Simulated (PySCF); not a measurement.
A side-by-side comparison of computed properties.

First species: C5H7FO2Si.
InChI=1S/C5H7FO2Si/c1-3-4(7)2-5(6)9-8-3/h2,4,7H,1,9H2/t4-/m0/s1

Second species: C3HF3N2S.
Bonds: F1–C2, C2–N3 (aromatic), N3–S4 (aromatic), S4–C5 (aromatic), C5–C6, C6–F7, C6–F8, C5–N9 (aromatic), C2–N9 (aromatic). Hydrogens: H10 on C6.

Levels: B3LYP/def2-SVPD for dipole moment, HOMO energy, LUMO energy, HOMO–LUMO gap, static isotropic polarisability and electronic spatial extent ⟨r²⟩ about the centre of nuclear charge; TDDFT B3LYP/def2-SVPD for lowest singlet excitation; TDA B3LYP/def2-SVPD for lowest triplet excitation (Tamm–Dancoff); GFN2-xTB for rotational constant A and rotational constant C. Geometries: GFN2-xTB. All species are isolated and taken at one optimised geometry, non-relativistic unless stated. Electronic properties by PySCF.

Dipoles, sizes and rotational constants follow the conformer. The torsions of the flexible species, by atom-mapped SMILES:
- `[CH2:1]=[C:2]1[O:3][SiH2:4][C:5]([F:6])=[CH:7][C@@H:8]1[OH:9]`: H–O9–C8–C7 51°
- `[F:1][c:2]1[n:3][s:4][c:5]([CH:6]([F:7])[F:8])[n:9]1`: S4–C5–C6–F7 -59°

```json
{"property": "dipole moment", "column X": "1.91 D", "column Y": "0.99 D"}
{"property": "HOMO energy", "column X": "-6.74 eV", "column Y": "-8.29 eV"}
{"property": "LUMO energy", "column X": "-1.18 eV", "column Y": "-2.61 eV"}
{"property": "HOMO–LUMO gap", "column X": "5.56 eV", "column Y": "5.68 eV"}
{"property": "lowest singlet excitation", "column X": "4.85 eV", "column Y": "5.10 eV"}
{"property": "lowest triplet excitation (Tamm–Dancoff)", "column X": "3.88 eV", "column Y": "3.66 eV"}
{"property": "static isotropic polarisability", "column X": "90.6 au", "column Y": "66.2 au"}
{"property": "electronic spatial extent ⟨r²⟩ about the centre of nuclear charge", "column X": "1237 bohr²", "column Y": "1323 bohr²"}
{"property": "rotational constant A", "column X": "2.172 GHz", "column Y": "3.025 GHz"}
{"property": "rotational constant C", "column X": "1.047 GHz", "column Y": "0.789 GHz"}
```

(1) Which column belongs to which species?

(2) How does each property change from the first species to the second?

## Answers

(1) Column X is the first species and column Y the second. The first has 16 atoms and 76 electrons, the second 10 and 76.

(2) dipole moment -0.92 D; HOMO energy -1.55 eV; LUMO energy -1.43 eV; HOMO–LUMO gap +0.12 eV; lowest singlet excitation +0.25 eV; lowest triplet excitation (Tamm–Dancoff) -0.22 eV; static isotropic polarisability -24.4 au; electronic spatial extent ⟨r²⟩ about the centre of nuclear charge +86 bohr²; rotational constant A +0.853 GHz; rotational constant C -0.258 GHz.

On the first: S1 lies 0.71 eV below the HOMO–LUMO gap; its leading configuration is HOMO→LUMO, weight 0.95. No computed singlet falls in the visible range (750 to 380 nm, 1.65 to 3.26 eV); S1 lies 1.59 eV above its blue end.

On the second: The 8 singlets span 5.10 to 7.47 eV, and their oscillator strengths add up to 0.17. The polarisability is 9.81 Å³ as a volume (1 au = 0.148185 Å³), or 0.87 au for each of the 76 electrons.
